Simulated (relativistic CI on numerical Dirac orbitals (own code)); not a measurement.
## Sc VI: q coefficients and field-shift factors

Method of calculation: Dirac-Coulomb-Breit CI, orbitals from a KLI potential per configuration, valence Slater integrals scaled by 0.85, P86 correlation energy added to each configuration, derivatives by finite differences, QED left out (own radial code, finite nucleus).

Configuration list (outside the closed core [Ne]): 3s2 3p4, 3s 3p5, 3s2 3p3 3d, 3p6, 3s 3p4 3d, 3s2 3p3 4s. Double excitations out of closed p, d and f shells are left out; levels of such configurations are missing from the list, as are those of other unlisted configurations, and high levels can miss mixing partners.

With x = (α/α₀)² − 1 an excitation energy changes as ω = ω₀ + qx; K = 2q/ω₀ is the relative enhancement. Terms are leading LS components, so labels can repeat. The field-shift factor is F = δν/δ⟨r²⟩ for the transition from the lowest level.

Lowest level 3s2 3p4 3P_2.

| Level | ω₀ (cm⁻¹) | q (cm⁻¹) | K | F (GHz/fm²) |
| --- | --- | --- | --- | --- |
| 3s2 3p4 3P_1 | 3337 | 3583 | 2.15 | -0.000491 |
| 3s2 3p4 3P_0 | 4469 | 4295 | 1.92 | -0.000776 |
| 3s2 3p4 1D_2 | 21277 | 2453 | 0.231 | 0.0179 |
| 3s2 3p4 1S_0 | 51308 | 3019 | 0.118 | -0.0582 |
| 3s 3p5 3P°_2 | 187099 | 5172 | 0.0553 | -3.31 |
| 3s 3p5 3P°_1 | 189962 | 7963 | 0.0838 | -3.3 |
| 3s 3p5 3P°_0 | 191551 | 9661 | 0.101 | -3.3 |
| 3s 3p5 1P°_1 | 234425 | 5997 | 0.0512 | -2.18 |
| 3s2 3p3 3d 5D°_0 | 248523 | 3323 | 0.0267 | 0.366 |
| 3s2 3p3 3d 5D°_1 | 248550 | 3348 | 0.0269 | 0.367 |
| 3s2 3p3 3d 5D°_2 | 248598 | 3377 | 0.0272 | 0.368 |
| 3s2 3p3 3d 5D°_3 | 248671 | 3413 | 0.0275 | 0.369 |
| 3s2 3p3 3d 5D°_4 | 248796 | 3529 | 0.0284 | 0.37 |

At this charge configurations can still be misplaced by up to about 7 % of their energy.
